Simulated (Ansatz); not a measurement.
(BeO)6 ring (Be₆O₆). Total charge 0; singlet. Geometry r2SCAN-D4/def2-SVP.

```xyz
12

Be    1.959   -1.373    1.083
Be    0.192   -0.176    2.614
Be   -1.767    1.196    1.530
Be   -1.960    1.373   -1.083
Be   -0.192    0.177   -2.614
Be    1.767   -1.196   -1.530
O     1.349   -0.971    2.317
O    -0.987    0.639    2.597
O    -2.335    1.610    0.280
O    -1.349    0.971   -2.317
O     0.987   -0.639   -2.597
O     2.335   -1.610   -0.280
```

Another isomer (singlet) lies 0.45 eV lower at PBE0-D4/def2-TZVP; other spin states weren't run for this one.

(1) Estimate the orbital energies around the gap (eV) in Ansatz with PBE-D4/def2-SVP, PBE-D4/def2-TZVP, r2SCAN-D4/def2-TZVP, PBE0-D4/def2-SVP, PBE0-D4/def2-TZVP.

Answers

(1) 
```json
{"orbital": "HOMO−5", "PBE-D4/def2-SVP": "-7.76", "PBE-D4/def2-TZVP": "-7.60", "r2SCAN-D4/def2-TZVP": "-7.92", "PBE0-D4/def2-SVP": "-9.38", "PBE0-D4/def2-TZVP": "-9.21"}
{"orbital": "HOMO−4", "PBE-D4/def2-SVP": "-7.76", "PBE-D4/def2-TZVP": "-7.60", "r2SCAN-D4/def2-TZVP": "-7.92", "PBE0-D4/def2-SVP": "-9.38", "PBE0-D4/def2-TZVP": "-9.21"}
{"orbital": "HOMO−3", "PBE-D4/def2-SVP": "-7.55", "PBE-D4/def2-TZVP": "-7.40", "r2SCAN-D4/def2-TZVP": "-7.71", "PBE0-D4/def2-SVP": "-9.15", "PBE0-D4/def2-TZVP": "-8.96"}
{"orbital": "HOMO−2", "PBE-D4/def2-SVP": "-7.55", "PBE-D4/def2-TZVP": "-7.40", "r2SCAN-D4/def2-TZVP": "-7.71", "PBE0-D4/def2-SVP": "-9.15", "PBE0-D4/def2-TZVP": "-8.96"}
{"orbital": "HOMO−1", "PBE-D4/def2-SVP": "-7.36", "PBE-D4/def2-TZVP": "-7.24", "r2SCAN-D4/def2-TZVP": "-7.55", "PBE0-D4/def2-SVP": "-8.95", "PBE0-D4/def2-TZVP": "-8.82"}
{"orbital": "HOMO", "PBE-D4/def2-SVP": "-7.08", "PBE-D4/def2-TZVP": "-6.98", "r2SCAN-D4/def2-TZVP": "-7.30", "PBE0-D4/def2-SVP": "-8.67", "PBE0-D4/def2-TZVP": "-8.52"}
{"orbital": "LUMO", "PBE-D4/def2-SVP": "-1.93", "PBE-D4/def2-TZVP": "-1.87", "r2SCAN-D4/def2-TZVP": "-1.45", "PBE0-D4/def2-SVP": "-1.22", "PBE0-D4/def2-TZVP": "-1.18"}
{"orbital": "LUMO+1", "PBE-D4/def2-SVP": "-0.78", "PBE-D4/def2-TZVP": "-0.89", "r2SCAN-D4/def2-TZVP": "-0.32", "PBE0-D4/def2-SVP": "0.00", "PBE0-D4/def2-TZVP": "-0.20"}
{"orbital": "LUMO+2", "PBE-D4/def2-SVP": "-0.78", "PBE-D4/def2-TZVP": "-0.89", "r2SCAN-D4/def2-TZVP": "-0.32", "PBE0-D4/def2-SVP": "0.00", "PBE0-D4/def2-TZVP": "-0.20"}
{"orbital": "LUMO+3", "PBE-D4/def2-SVP": "0.15", "PBE-D4/def2-TZVP": "0.07", "r2SCAN-D4/def2-TZVP": "0.68", "PBE0-D4/def2-SVP": "0.96", "PBE0-D4/def2-TZVP": "0.72"}
{"orbital": "LUMO+4", "PBE-D4/def2-SVP": "0.21", "PBE-D4/def2-TZVP": "0.07", "r2SCAN-D4/def2-TZVP": "0.68", "PBE0-D4/def2-SVP": "1.01", "PBE0-D4/def2-TZVP": "0.72"}
{"orbital": "LUMO+5", "PBE-D4/def2-SVP": "0.21", "PBE-D4/def2-TZVP": "0.23", "r2SCAN-D4/def2-TZVP": "0.68", "PBE0-D4/def2-SVP": "1.01", "PBE0-D4/def2-TZVP": "0.99"}
```
